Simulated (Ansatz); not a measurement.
Frontier orbitals of `BOCC`.

Charge 0, multiplicity 1. The geometry is a stationary point of PBE0-D4/def2-TZVP. It is one conformer, not always the lowest. Basis def2-TZVPP, the Gaussian-basis code of Ansatz.

Orbital energies of one run (eV). Highest occupied ones, from the top: -8.12, -8.80, -9.25, -10.54, -10.74, -11.80, -11.98, -13.27, -14.80, -17.46, -21.04, -28.80, -184.34, -277.68. Empty: -0.70, 0.92, 1.92, 2.10, 2.29, 2.43.

(1) Which functional gave them?
A. ωB97X-V
B. r2SCAN
C. PBE0
D. HSE06 (plane-wave form)

## Answers

(1) D. HOMO energies: HSE06 -8.12, PBE0 -8.52, ωB97X-V -11.02, r2SCAN -7.36 eV.
